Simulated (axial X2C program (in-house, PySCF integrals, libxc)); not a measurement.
# Low determinants of AsBr⁺ at the PBE0 level, with spin–orbit coupling

Calculated with an axial X2C code built on PySCF integrals. Two-component (2c) means X2C with spin–orbit coupling and atomic mean-field two-electron Coulomb and Gaunt terms. Basis: Br dyall-cv3z [8s9p6d4f1g], As dyall-cv3z [9s9p6d4f1g] (cores contracted in-house); Gaussian nuclei, density fitting, unrestricted open shells. Masses: Br 78.918 u, As 74.922 u.

Search at 2.186 Å (vertical energies from the lowest determinant):

| ΔE (eV) | state | electrons beyond evenly filled partner blocks | electrons in ±ω = 1/2, 3/2, 5/2, 7/2 |
| --- | --- | --- | --- |
| 0.00 | Ω = 1/2 | ω = 1/2 | 45 18 4 0 |
| 0.25 | Ω = 3/2 | ω = 3/2 | 44 19 4 0 |
| 2.85 | Ω = 5/2 | ω = -1/2, 2 × ω = 3/2 | 45 18 4 0 |
| 3.14 | Ω = 1/2 | 2 × ω = -1/2, ω = 3/2 | 44 19 4 0 |
| 3.72 | Ω = 3/2 | ω = 3/2 | 46 17 4 0 |
| 3.93 | Ω = 7/2 | ω = 1/2, 2 × ω = 3/2 | 45 18 4 0 |
| 4.21 | Ω = 5/2 | 2 × ω = 1/2, ω = 3/2 | 44 19 4 0 |

Lowest determinant, Ω = 1/2 (⟨Sz⟩ = -0.50, ⟨Lz⟩ = 1.00 at PBE0): Re = 2.178 Å, ωe = 386.0 cm⁻¹.

The determinant in row 2 of the search, Ω = 3/2 (⟨Sz⟩ = 0.50, ⟨Lz⟩ = 1.00 at PBE0), was followed along the bond at PBE0; measured from the minimum of the lowest determinant it gives:

Te = 0.248 eV (1999 cm⁻¹), Re = 2.178 Å, ωe = 386.2 cm⁻¹.

(1) Compare the bond of the determinant in row 2 with that of the lowest one.

The search compares states at one distance, so a state with another bond length can lie lower; it is not exhaustive and yields mostly the lowest determinant of each block pattern, so other components and higher states of one pattern are missing. These are energies of single determinants, not of spin-adapted states; PBE0 term energies can be off by some tenths of an eV, and the functional has no current term.

## Answers

(1) At PBE0 its Re is the same within 0.001 Å and its force constant, which goes as ωe², is 1.00 times that of the lowest determinant. T0 ≈ Te + Δωe/2 = 1999 + (0) = 1999 cm⁻¹.
